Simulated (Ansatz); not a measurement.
B₂N₃⁻, relaxed as a singlet with RKS r2SCAN-D4/def2-SVPD in Ansatz, starting from the GFN1-xTB geometry. Force threshold 0.02 eV/Å.

The restricted singlet is unstable towards broken spin symmetry at other levels; at r2SCAN-D4/def2-SVPD this wasn't settled. An occupied level of the charge -1 singlet lies above an empty one (by up to 0.21 eV), so this SCF solution is probably not the lowest. At r2SCAN-D4/def2-SVPD a triplet of charge -1 lies 1.08 eV below the restricted singlet, each at its own geometry. The structure comes from a short search, and lower isomers may exist.

Start:

```xyz
5

B     0.430    1.089   -0.657
B    -0.430   -1.095    0.648
N     0.848    2.149   -1.264
N    -0.848   -2.133    1.291
N     0.000   -0.010   -0.017
```

```json
{"step": "1", "energy (eV)": "-5813.9730", "largest force component (eV/Å)": "1.454", "SCF passes": "244"}
{"step": "2", "energy (eV)": "-5814.0075", "largest force component (eV/Å)": "0.431", "SCF passes": "126"}
{"step": "3", "energy (eV)": "-5814.0105", "largest force component (eV/Å)": "0.013", "SCF passes": "158"}
```

Force components are those of the run's own axes.

End:

```xyz
5

B     0.4295    1.0864   -0.6492
B    -0.4293   -1.0873    0.6478
N     0.8530    2.1603   -1.2809
N    -0.8532   -2.1528    1.2934
N     0.0000   -0.0066   -0.0111
```

By distances, no bond broke or formed. The bond that changes most is B2–N4, from 1.29 to 1.32 Å (atoms count from 1).

No frequencies were taken in this run, so the end may be a saddle point.

It took 26 s on 4 threads of Arm Neoverse V2 on a shared host.
